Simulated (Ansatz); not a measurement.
`[CH3][GeH]([OH])[Cl]` + F• → `[CH3][Ge]([OH])[Cl]`• + H–F  (hydrogen abstraction from a Ge–H bond)

Computed with Ansatz on PBE0-D4/def2-TZVP structures; ΔE is electronic, products minus reactants. CCSD(T)/CBS is the MP2 limit (def2-TZVPP, def2-QZVPP) plus CCSD(T) − MP2 in def2-TZVPP, frozen cores. This one scheme is used for every species, atoms too. Functionals use def2-TZVPP. Open shells (•) are unrestricted, without spin–orbit coupling. Spin–orbit coupling would lower the free atoms: a little for F. Bonds to Ge are less sure, by a few kJ/mol each and by 10 to 20 or more in all where they break to atoms, as the def2 sets lack core-valence functions. Scalar relativity is left out up to krypton. One conformer a species, not always the lowest.

`[CH3][GeH]([OH])[Cl]`:

Z-matrix (Å, degrees):
```
C
Ge 1 1.936
H 1 1.090 2 110.0
H 1 1.091 2 109.7 3 120.3
H 1 1.090 2 109.7 3 -119.6
O 2 1.770 1 112.1 3 179.9
Cl 2 2.165 1 107.0 3 61.9
H 2 1.530 1 116.5 3 -59.2
H 6 0.960 2 113.1 1 -65.0
```

`[CH3][Ge]([OH])[Cl]`•:

Z-matrix (Å, degrees):
```
C
Ge 1 1.958
H 1 1.090 2 109.2
H 1 1.092 2 107.2 3 119.2
H 1 1.089 2 109.9 3 -121.0
O 2 1.780 1 104.8 3 -62.4
Cl 2 2.184 1 109.0 3 -176.6
H 6 0.961 2 113.2 1 -160.4
```

H–F:

Z-matrix (Å, degrees):
```
F
H 1 0.920
```

CCSD(T)/CBS gives -224.1 kJ/mol.

(1) Another level gave -202.1 kJ/mol. Which?
A. BLYP-D4/def2-TZVPP
B. LDA (SPW92)/def2-TZVPP
C. CCSD(T)/def2-TZVPP
D. CCSD/def2-TZVPP

Largest T1 diagnostic among the species: 0.013.

Results:

(1) D. CCSD/def2-TZVPP -202.1, BLYP-D4 -252.0, CCSD(T)/def2-TZVPP -210.2, LDA (SPW92) -299.1 kJ/mol.

From PBE to PBE0 (25 % exact exchange), in def2-TZVPP and without D4, ΔE moves by +32.5 kJ/mol. In def2-TZVPP, CCSD(T) changes the Hartree–Fock value by −95.9 kJ/mol (the triples alone add −8.1 kJ/mol) and MP2 by −122.4 kJ/mol.

CCSD(T)/CBS has its own doubt, a few kJ/mol and more with outer-core shells, so smaller differences from it don't rank the levels.
